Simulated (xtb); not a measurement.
xtb input:

```bash
xtb mol.xyz --gfnff --opt tight --chrg 0 --uhf 0
```
mol.xyz:
```
17

Si    -0.04192508    -0.01840011     0.31586512
F     -0.70233183     0.48904794     1.67449525
O     -0.53089354     0.95925523    -0.88786652
C     -0.43031809     2.37810524    -0.87783049
O      1.55309453     0.01372357     0.58594608
C      2.53335631    -0.47793901    -0.31974983
O     -0.50419849    -1.52376834    -0.04819006
C     -1.78207953    -1.91539218    -0.53562823
H      0.60865733     2.69752559    -0.76240260
H     -1.02438373     2.80569278    -0.06693323
H     -0.81007148     2.74750086    -1.82958218
H      2.47281249     0.03537901    -1.28323027
H      2.40906734    -1.55084190    -0.48053013
H      3.51325812    -0.29312036     0.11819065
H     -1.70813496    -2.94854038    -0.87266170
H     -2.53163675    -1.85429344     0.25679129
H     -2.09140303    -1.28546005    -1.37207570
```

### Question
What final total energy does it print?

### Answer
-2.29482 Eh (GFN-FF).
